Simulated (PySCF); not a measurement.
A structure optimised at PBE0-D3(BJ)/def2-SVP, used in a PySCF frequency run:

```
Mo
O 1 1.6599
N 1 1.7121 2 107.38
H 3 1.0212 1 145.67 2 0.00
Cl 1 2.2706 2 109.71 3 -117.13
Cl 1 2.2706 2 109.71 3 117.13
```
Charge 0, spin multiplicity 1.

Task: Write its SMILES, formula and point group.

Result: [NH]=[Mo](=[O])([Cl])[Cl], Cl2HMoNO, Cs

Task: What are its rotational constants (standard atomic weights)?

Result: 2.7292, 1.6048, 1.3181 GHz
